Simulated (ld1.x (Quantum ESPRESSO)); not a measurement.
**Before and after: TM semilocal potential for gallium (Ga)**

gallium, norm-conserving Troullier–Martins (semilocal form), made with ld1.x (Quantum ESPRESSO) 7.5 (PBEsol, non-relativistic). Core [Ar] 3d10, reference 4s1.75 4p1.25. Waves: 4s (bound): rc 1.40 bohr; 4p (bound): rc 2.65 bohr. Local part: the p channel. Core correction: none.

All-electron outer shells of the reference configuration (PBEsol, non-relativistic, ld1.x):

```tsv
shell	level (eV)	outermost node (bohr)	outermost maximum (bohr)
3d	-20.25	–	0.53
4s	-9.00	0.82	1.92
4p	-2.81	0.87	2.53
```

Change: wave 4s (bound): rc 1.40 bohr becomes 4s (bound): rc 1.46 bohr.

Cutoffs: the cutoffs (Ry, on a coarse ladder) from which the occupation-weighted sum of valence levels, in a spherical-Bessel basis at the reference potential, stays within 10 and 1 mRy of its value at 400 Ry; they do not see the model core or the augmentation charge, which bear on the density cutoff. Errors are all-electron minus pseudo energies relative to the spin-unpolarised reference configuration.

Problem. How do hardness, ghosts and transferability respond?

Solution. The potential gets neither clearly harder nor softer (35 Ry and 80 Ry → 35 Ry and 70 Ry); of the 7 tests that both files solve, the error grows in 2 and shrinks in 0 by more than 15 % and 0.3 meV (median size 0.8 → 1.2 meV); neither file shows a bound ghost. A semilocal file is local in each channel, so a ghost entry of none says nothing of the separable form that plane-wave codes build from it.

| quantity | base | changed |
| --- | --- | --- |
| cutoff, loose | 35 Ry | 35 Ry |
| cutoff, tight | 80 Ry | 70 Ry |
| bound ghosts | none | none |
| error for 4s2 4p1, meV [ΔE -1.54 eV] | +0.7 | +0.7 |
| error for 4s2 4p0, meV [ΔE 4.18 eV] | -0.8 | -1.5 |
| error for 4s1 4p0, meV [ΔE 24.95 eV] | -0.1 | -1.2 |
| error for 4s2 4p0.5, meV [ΔE 0.51 eV] | +1.0 | +0.9 |
| error for 4s2 4p1.3, meV [ΔE -2.08 eV] | +0.1 | +0.1 |
| error for 4s1 4p2, meV [ΔE 4.72 eV] | +7.6 | +7.4 |
| error for 4s1 4p1, meV [ΔE 11.25 eV] | +2.2 | +2.1 |
| s: phases at 2.89 bohr within 0.05 rad from the reference energy up to (Ry; the scan ends near 5) | 1.6 | 1.7 |
| p: phases at 2.89 bohr within 0.05 rad from the reference energy up to (Ry; the scan ends near 5) | 2.3 | 2.3 |
